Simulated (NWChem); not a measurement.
AuNH₄; SMILES [NH3]->[AuH]

```xyz
6

Au    -0.0015    -0.2191     0.0000
H     -0.0026    -1.7870     0.0000
N     -0.0001     1.9786     0.0000
H     -0.0043     2.3553    -0.9483
H      0.8235     2.3549     0.4704
H     -0.8190     2.3556     0.4779
```
Atoms are numbered in this order, from 1.

Level: PBE0/def2-SVP with def2 effective core potentials on Au (NWChem), optimised geometry, unscaled harmonic frequencies. def2 effective core potentials on Au; no spin-orbit coupling.

Question: List the harmonic frequencies with IR intensities, and the thermochemistry.

Answer: 
```csv
frequency (cm⁻¹),IR intensity (km/mol)
364,4.9
491,0.5
491,0.5
708,34.8
708,34.8
1197,118.3
1631,22.0
1632,22.0
2243,116.7
3502,9.8
3626,47.6
3627,47.6
```

```
Quantity                                                                            Value
-----------------------------------------------------------------------  ----------------
zero-point energy                                                           28.9 kcal/mol
thermal correction to the enthalpy at 298.15 K (with zero-point energy)     31.9 kcal/mol
heat capacity Cv                                                         12.0 cal/(mol K)
entropy at 298.15 K and 1 atm (symmetry number 3)                        64.3 cal/(mol K)
```

Rigid rotor and harmonic oscillator.
